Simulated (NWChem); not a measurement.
SiH₂SCl₂; SMILES S[SiH](Cl)Cl

```xyz
6

Si     0.0140     0.0306     0.4745
S      0.5910    -1.8445    -0.3409
Cl     1.2130     1.5588    -0.2054
Cl    -1.9157     0.3281    -0.1516
H      0.0612     0.0700     1.9541
H      1.8398    -1.7818     0.1764
```
Atoms are numbered in this order, from 1.

Results from NWChem. Coordinates come from a PBE0/def2-SVP optimisation. Level: PBE0/def2-SVP with SMD (1 M gas to 1 M solution), gas-phase geometry. Reactions with the solvent are ignored.

| solvent | dielectric constant | solvation free energy (kcal/mol) | cavity-dispersion-structure term (kcal/mol) | dipole in solution (D) |
|---|---|---|---|---|
| water | 78.4 | -1.1 | 1.6 | 2.38 |
| n-hexane | 1.88 | -4.3 | -3.1 | 2.01 |
| acetonitrile | 35.7 | -4.9 | -2.2 | 2.37 |
| acetone | 20.5 | -5.2 | -2.6 | 2.35 |
| toluene | 2.37 | -4.7 | -3.2 | 2.08 |
| dichloromethane | 8.93 | -5.4 | -3.0 | ? |

Problem. Complete the blanks.

Solution. 
- dichloromethane, dipole in solution (D): 2.30
